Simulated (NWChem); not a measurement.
System: C2H4O3Si; SMILES C[SiH]1OC(=O)O1

```xyz
10

C     -0.7412     2.2290     0.0000
Si     0.4665     0.8240     0.0000
O      0.1227    -0.4711    -1.0993
C     -0.0896    -1.2976     0.0000
O     -0.3881    -2.4529     0.0000
O      0.1227    -0.4711     1.0993
H     -0.5918     2.8660    -0.8961
H     -1.7812     1.8486     0.0000
H     -0.5918     2.8660     0.8961
H      1.9034     1.2301     0.0000
```
Atoms are numbered in this order, from 1.

Level: PBE-D3(BJ)/def2-SVP (NWChem), optimised geometry, unscaled harmonic frequencies. 

| frequency (cm⁻¹) | IR intensity (km/mol) |
|---|---|
| 117 | 1.2 |
| 122 | 0.0 |
| 178 | 0.1 |
| 290 | 8.2 |
| 500 | 0.3 |
| 554 | 25.1 |
| 603 | 1.5 |
| 675 | 0.0 |
| 688 | 14.5 |
| 744 | 8.5 |
| 751 | 5.2 |
| 777 | 86.9 |
| 871 | 71.8 |
| 888 | 268.8 |
| 940 | 27.9 |
| 1114 | 313.5 |
| 1225 | 38.1 |
| 1368 | 4.6 |
| 1370 | 3.9 |
| 1923 | 558.0 |
| 2226 | 94.6 |
| 2981 | 0.8 |
| 3078 | 0.0 |
| 3098 | 0.2 |

The zero-point energy comes out as 38.7 kcal/mol and the thermal correction to the enthalpy at 298.15 K (with zero-point energy) is 43.4 kcal/mol. The heat capacity Cv is 22.9 cal/(mol K). The entropy at 298.15 K and 1 atm (symmetry number 1) is 80.2 cal/(mol K) and the dipole moment is 5.29 D.

Rigid rotor and harmonic oscillator.
